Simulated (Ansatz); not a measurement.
Start from `BCOC#N` and change one atom or group to get `COC#N`.

Ansatz, PBE0-D4/def2-TZVP geometries, multiplicity 1. Each molecule was computed in one conformer, which needn't be the lowest.

```json
{"property": "LUMO energy (PBE/def2-TZVPP) / eV", "`BCOC#N`": "-3.33"}
{"property": "size of the dipole moment (B3LYP/def2-TZVPP) / D", "`BCOC#N`": "4.50"}
{"property": "LUMO energy (PBE0/def2-TZVPP) / eV", "`BCOC#N`": "-2.28"}
{"property": "HOMO energy (ωB97M-V/def2-TZVPP) / eV", "`BCOC#N`": "-10.84"}
{"property": "HOMO–LUMO gap (PBE/def2-TZVPP) / eV", "`BCOC#N`": "3.76"}
{"property": "size of the dipole moment (ωB97M-V/def2-TZVPP) / D", "`BCOC#N`": "4.49"}
```

Q: Give the same properties after the change, and the shifts. (Estimate.)

A: Computed: 
| property | `COC#N` | shift |
| --- | --- | --- |
| LUMO energy (PBE/def2-TZVPP) / eV | -0.53 | 2.80 |
| size of the dipole moment (B3LYP/def2-TZVPP) / D | 4.59 | 0.09 |
| LUMO energy (PBE0/def2-TZVPP) / eV | 0.51 | 2.79 |
| HOMO energy (ωB97M-V/def2-TZVPP) / eV | -10.88 | -0.04 |
| HOMO–LUMO gap (PBE/def2-TZVPP) / eV | 6.59 | 2.83 |
| size of the dipole moment (ωB97M-V/def2-TZVPP) / D | 4.59 | 0.10 |

The zero-point energy changes by -25.6 kJ/mol with -6 modes. Dipoles are sizes alone; their direction can turn.

B3LYP here is the variant with VWN-RPA as its local correlation; programs differ in this.
